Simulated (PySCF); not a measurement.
A calculated (PBE0, PySCF 2.14, aug-cc-pVTZ-DK, scalar relativity by spin-free X2C-1e) atom or ion has these occupied shells.

| shell | electrons | orbital energy (eV) | rms radius, mean of both spins (bohr) |
| --- | --- | --- | --- |
| 1s α | 1 | -10312.8 | 0.0560 |
| 1s β | 1 | -10312.7 | 0.0560 |
| 2s α | 1 | -1320.0 | 0.236 |
| 2s β | 1 | -1319.1 | 0.236 |
| 2p α | 3 | -1153.1 | 0.211 |
| 2p β | 3 | -1152.3 | 0.211 |
| 3s α | 1 | -190.25 | 0.696 |
| 3s β | 1 | -188.12 | 0.696 |
| 3p α | 3 | -139.04 | 0.726 |
| 3p β | 3 | -136.81 | 0.726 |
| 3d α | 5 | -55.461 | 0.847 |
| 3d β | 4 | -53.792 | 0.847 |
| 4s α | 1 | -31.584 | 2.17 |
| 4p α | 1 | -22.813 | 2.50 |

(1) Name the element and its charge.

Results:

(1) Ga(2+) (gallium, charge +2), in [Ar] 3d9 4s1 4p1, one real determinant (an excited configuration).
